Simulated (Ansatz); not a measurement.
`N[Si@H](Cl)O[Si@@H](N)O` and `N[Si@H](F)O[Si@@H](N)O` differ in one atom or group.

Ansatz, PBE0-D4/def2-TZVP geometries, multiplicity 1. Each molecule was computed in one conformer, which needn't be the lowest.

| property | `N[Si@H](Cl)O[Si@@H](N)O` |
| --- | --- |
| LUMO energy (B3LYP/def2-TZVPP) / eV | 0.52 |
| LUMO energy (ωB97M-V/def2-TZVPP) / eV | 2.27 |
| HOMO energy (PBE0/def2-TZVPP) / eV | -7.64 |
| HOMO energy (PBE/def2-TZVPP) / eV | -6.17 |
| size of the dipole moment (ωB97M-V/def2-TZVPP) / D | 0.94 |
| LUMO energy (PBE/def2-TZVPP) / eV | 0.03 |

(1) What does the change do to each property? (Best estimate.)

## Answers

(1) Ansatz gave: 
| property | `N[Si@H](F)O[Si@@H](N)O` | shift |
| --- | --- | --- |
| LUMO energy (B3LYP/def2-TZVPP) / eV | 0.56 | 0.04 |
| LUMO energy (ωB97M-V/def2-TZVPP) / eV | 2.28 | 0.01 |
| HOMO energy (PBE0/def2-TZVPP) / eV | -7.66 | -0.02 |
| HOMO energy (PBE/def2-TZVPP) / eV | -6.20 | -0.03 |
| size of the dipole moment (ωB97M-V/def2-TZVPP) / D | 1.28 | 0.34 |
| LUMO energy (PBE/def2-TZVPP) / eV | 0.07 | 0.04 |

Dipoles are sizes alone; their direction can turn.

B3LYP here is the variant with VWN-RPA as its local correlation; programs differ in this.
